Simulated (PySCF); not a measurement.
Compound: C2H8GeSSi.
SMILES with atom numbers: `[CH2:1]=[C:2]([GeH3:3])[S:4][SiH3:5]` (hydrogens: H6, H7 on C1; H8, H9, H10 on Ge3; H11, H12, H13 on Si5)

Computed by this run: PySCF, PBE0-D3(BJ)/def2-SVP geometry optimisation, gas phase; density fitting, grid level 1; the optimiser is geomeTRIC in internal coordinates, started from a GFN2-xTB structure with every atom displaced at random (about 0.01 Å).

Step 0: E = -77403.6769 eV
```
atom  x, y, z in Å  |  force x, y, z in eV/Å
C1     -0.3234    0.9972   -0.8630   -1.392   1.809  -1.356
C2     -0.5627   -0.0032   -0.0528    0.385  -1.544   1.232
Ge3    -2.3501   -0.6392    0.4472    0.998   0.432   0.553
S4      0.7298   -0.9574    0.7285   -0.828  -0.529   0.339
Si5     2.5826   -0.1077    0.1520   -1.066   0.521   0.175
H6     -1.1902    1.5498   -1.2985    0.590  -0.277   0.178
H7      0.6465    1.3736   -1.1462    0.605   0.100  -0.109
H8     -2.4873   -2.0567    0.0565   -0.097  -1.139  -0.355
H9     -2.5082   -0.5381    1.9540    0.007   0.045   0.361
H10    -3.3785    0.1925   -0.2092   -0.773   0.715  -0.606
H11     2.5989    1.2843    0.6154    0.245   0.527   0.019
H12     2.7406   -0.2096   -1.2766    0.317   0.043  -1.030
H13     3.4858   -0.9355    0.8800    1.009  -0.703   0.599
```

Step 1: E = -77403.9146 eV
```
atom  x, y, z in Å  |  force x, y, z in eV/Å
C1     -0.3496    1.0107   -0.8497    0.221  -0.362  -0.014
C2     -0.5438   -0.0235   -0.0145   -0.186   0.192   0.012
Ge3    -2.3480   -0.6438    0.4391   -0.234  -0.094  -0.096
S4      0.6864   -0.9277    0.8741    0.148   0.099  -0.102
Si5     2.5505   -0.0927    0.1786    0.052  -0.154   0.000
H6     -1.1911    1.4555   -1.3783   -0.136   0.165   0.013
H7      0.6449    1.4027   -1.1024   -0.085   0.004   0.040
H8     -2.5462   -2.1187   -0.0164    0.046   0.294   0.061
H9     -2.4961   -0.5778    1.9745   -0.021  -0.005  -0.095
H10    -3.4014    0.2826   -0.2392    0.261  -0.192   0.103
H11     2.7357    1.3297    0.5886   -0.031   0.013   0.035
H12     2.6851   -0.1754   -1.3093   -0.049  -0.031   0.058
H13     3.5572   -0.9715    0.8424    0.015   0.072  -0.016
```

Question: Estimate the geometry and energy of step 2. (The exact step hangs on the optimiser's Hessian estimate; all steps are aligned on step 1, rigid shifts and turns removed.)

Answer: E = -77403.9351 eV, largest force 0.126 eV/Å
```
atom  x, y, z in Å  |  force x, y, z in eV/Å
C1     -0.3593    1.0087   -0.8371    0.065  -0.024  -0.023
C2     -0.5461   -0.0186    0.0038   -0.087   0.069   0.060
Ge3    -2.3493   -0.6478    0.4344   -0.020  -0.035   0.021
S4      0.6980   -0.9144    0.8874    0.038   0.004  -0.067
Si5     2.5621   -0.1070    0.1693   -0.017  -0.029  -0.005
H6     -1.2099    1.4986   -1.3205    0.007  -0.027   0.017
H7      0.6303    1.4085   -1.0863   -0.004   0.009  -0.006
H8     -2.5261   -2.1055   -0.0264    0.012   0.018  -0.004
H9     -2.5416   -0.5799    1.9588   -0.018  -0.001   0.003
H10    -3.3679    0.2631   -0.2734    0.032   0.000  -0.012
H11     2.7295    1.3304    0.5361   -0.002   0.003   0.011
H12     2.6781   -0.2403   -1.3132   -0.009  -0.013   0.004
H13     3.5858   -0.9457    0.8544    0.003   0.025   0.002
```

The energy changes by -0.0205 eV. The first-order estimate −F·Δx gives -0.0362 eV and the mean of the old and new forces, exact on a quadratic surface, -0.0202 eV. The step makes an angle of 73° with the force vector and moves no atom by more than 0.075 Å.

The cost below is that of the whole optimisation. Hardware: one thread of an Arm Neoverse V1, on a shared host. Cost: 51 s of wall time, 0.58 GiB resident at most.
